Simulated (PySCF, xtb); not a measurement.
isocyanic acid (CHNO), SMILES N=C=O.

GFN2-xTB (xtb) at its own geometry gives an orbital gap of 6.52 eV and a dipole moment of 2.55 D.

Coordinates come from a PBE0-D3(BJ)/def2-TZVP optimisation.

Problem. What does PySCF with PBE/def2-TZVPD give? (Estimate from the structure and the level; the computed values follow.)

Solution. gap 6.46 eV (levels -7.43 and -0.97 eV), dipole 2.01 D.
